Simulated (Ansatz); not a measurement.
Reaction (ligand exchange at the Si–C bond): `CC[SiH](O)O` + CH₃OH → `CO[SiH](O)O` + ethane

Gas-phase electronic energies from Ansatz, PBE0-D4/def2-TZVP geometries. CBS: MP2 limit from def2 TZ/QZ plus the TZ coupled-cluster correction, frozen cores. This one scheme is used for every species. Functionals use def2-TZVPP. B3LYP here is the variant with VWN-RPA as its local correlation; programs differ in this. One conformer a species, not always the lowest.

| level | ΔE (kJ/mol) |
| --- | --- |
| B3LYP-D4 | -124.8 |
| r2SCAN0-D4 | -125.4 |
| ωB97X-V | -121.7 |
| ωB97M-V | -121.6 |
| r2SCANh | -125.2 |
| LC-ωPBE | -119.2 |
| HF/def2-SVP | -131.7 |
| MP2/CBS(def2) | -123.1 |

Problem. What does CCSD(T)/CBS give? (Estimate.)

Solution. Ansatz gave: -122.3 kJ/mol. The listed levels differ from it by -2.5, -3.1, 0.6, 0.7, -2.9, 3.1, -9.4, -0.8 kJ/mol.

Largest T1 diagnostic among the species: 0.011.

Leaving LDA and LC-ωPBE aside and taking each functional with its dispersion term where it has one, the values, not all of them listed here, spread over 21.3 kJ/mol, from BHLYP-D4 to revPBE-D4. From PBE to PBE0 (25 % exact exchange), in def2-TZVPP and without D4, ΔE moves by −4.2 kJ/mol. In def2-TZVPP, CCSD(T) changes the Hartree–Fock value by +18.4 kJ/mol (the triples alone add +2.2 kJ/mol) and MP2 by +17.6 kJ/mol.
